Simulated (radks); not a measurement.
Values are calculated unless marked as measured or tabulated.
All-electron atom: Xe3+ in [Kr] 4d10 5s2 5p3. Code: a radial shooting solver on a logarithmic mesh with Libxc functionals. Model: scalar-relativistic Kohn-Sham, PBE, spin-polarised, spherical densities, finite nucleus; open shells are filled with parallel spins first (spin-orbit coupling, left out, can overturn this in heavy ions); Fermi nuclear charge, rms radius 4.7859 fm. Some entries of the table are withheld. Estimate them.

orbital  occ.  eigenvalue (Ry)  <r^2> (bohr^2)
1s up       1        -2528.702       0.0009638
1s down     1        -2528.692       0.0009638
2s up       1        -395.6578         0.01549
2s down     1        -395.6529         0.01549
2p up       3        -355.2935         0.01228
2p down     3        -355.2848         0.01228
3s up       1        -82.90840          0.1073
3s down     1        -82.89936          0.1073
3p up       3        -69.87000          0.1074
3p down     3        -69.85964          0.1074
3d up       5        -50.53201         0.09327
3d down     5        -50.52209         0.09325
4s up       1        -16.98665          0.5795
4s down     1        -16.96478          0.5791
4p up       3        -12.85549          0.6653
4p down     3        -12.83244          0.6635
4d up       5              (1)          0.8924
4d down     5              (2)          0.8805
5s up       1         -3.77316             (3)
5s down     1         -3.57080             (4)
5p up       3         -2.79863           4.493
5p down     0         -2.58772           4.573

Answer. 
(1) 4d up eigenvalue (Ry): -6.83195
(2) 4d down eigenvalue (Ry): -6.79661
(3) 5s up <r^2> (bohr^2): 3.421
(4) 5s down <r^2> (bohr^2): 3.402
